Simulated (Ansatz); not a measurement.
# Abstraction of Cl: CH2ClF + SiH(CH3)Cl → CH2F + SiH(CH3)Cl2

Species: CH2ClF (chlorofluoromethane) `FCCl`, singlet; SiH(CH3)Cl, doublet; CH2F `[CH2]F`, doublet; SiH(CH3)Cl2 (methyldichlorosilane), singlet. A radical takes Cl: the energy is the difference in strength between the C–Cl bond broken and the Si–Cl bond made.

Shapes, held fixed at every level: PBE0-D4/def2-TZVP. Programs: Ansatz 0.2.0. The zero-point and thermal change to 298 K, harmonic and unscaled (PBE0-D4/def2-TZVP), is -6.3 kJ/mol.

```tsv
level	kind	ΔH(298 K) (kJ/mol)	less CCSD(T)/CBS estimate
SPW92/def2-TZVPP	LDA	-89.9	+30.9
r2SCAN-D4/def2-TZVPP	meta-GGA	-119.8	+1.0
wB97M-V/def2-TZVPP	range-separated hybrid	-123.3	-2.5
MP2/def2-SVP	perturbation theory	-115.6	+5.2
MP2/def2-TZVPP	perturbation theory	-118.5	+2.3
CCSD/def2-SVP	coupled cluster or CI	-117.5	+3.3
CCSD/def2-TZVPP	coupled cluster or CI	-121.1	-0.3
CCSD(T)/CBS estimate	coupled cluster or CI	-120.8	0.0
```

The highest level, CCSD(T)/CBS estimate, gives ΔH(298 K) = -120.8 kJ/mol; the levels span -123.3 to -89.9. The column of differences is taken from that level and isn't an error. No measured value is set beside it here. Open shells run unrestricted unless RO is named. The CBS estimate extrapolates MP2 from def2-TZVPP and def2-QZVPP and adds CCSD(T) − MP2 in the triple-zeta set, cores frozen.
